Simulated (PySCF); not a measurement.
Gas-phase reaction: TiCl₂(OH)₂ ⇌ TiO₂ + 2 HCl

Method: PySCF energies (xtb for GFN2) plus ideal-gas RRHO corrections (1 bar). † marks an energy on the PBE0/def2-TZVP geometry and frequencies; other levels use their own. All species are closed-shell singlets. TiCl₂(OH)₂: computed as isolated molecules; such fragments, hydroxides, amides, oligomers or adducts are transient or little studied in the gas. The harmonic model lacks anharmonicity and excited electronic states, which grow with temperature; levels with a mode under 35 cm⁻¹ are left out. Soft modes under 120 cm⁻¹ make the harmonic entropy rough for TiCl₂(OH)₂. Warning, point group unlike the PBE0 one: TiCl₂(OH)₂ (GFN2-xTB).

| level | ΔE electronic, kJ | ΔH°(298 K), kJ | ΔS°(298 K), J/K | ΔG°(1800 K), kJ |
|---|---|---|---|---|
| GFN2-xTB | 842 | 819 | 262 | 382 |
| HF/def2-TZVP† | 690 | 670 | 250 | 257 |
| M06-2X/def2-TZVP† | 641 | 621 | 250 | 209 |
| PBE/def2-SVP | 565 | 547 | 250 | 135 |
| PBE/def2-TZVP† | 545 | 525 | 250 | 113 |
| PBE0/def2-SVP† | 598 | 578 | 250 | 166 |
| PBE0/def2-TZVP | 586 | 566 | 250 | 153 |
| r2SCAN/def2-TZVP† | 591 | 571 | 250 | 159 |
| LDA/def2-TZVP† | 615 | 595 | 250 | 182 |
| ωB97M-V/def2-TZVP† | 593 | 573 | 250 | 161 |
ΔH° is lowest at PBE/def2-TZVP† and highest at GFN2-xTB. No reference value is set beside these.
